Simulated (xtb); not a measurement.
A run for xtb: GFN1-xTB on Lu2, 2S+1 = 3, a spin state set in the input, which need not be the lowest, a point of a bond scan (R = 3.362 Å).

```
$ xtb mol.xyz --gfn 1 --sp --chrg 0 --uhf 2
2

Lu     0.00000000     0.00000000     0.00000000
Lu     0.00000000     0.00000000     3.36229700
```

Problem. Give the final energy of this run.

Solution. -1.4634 hartree.
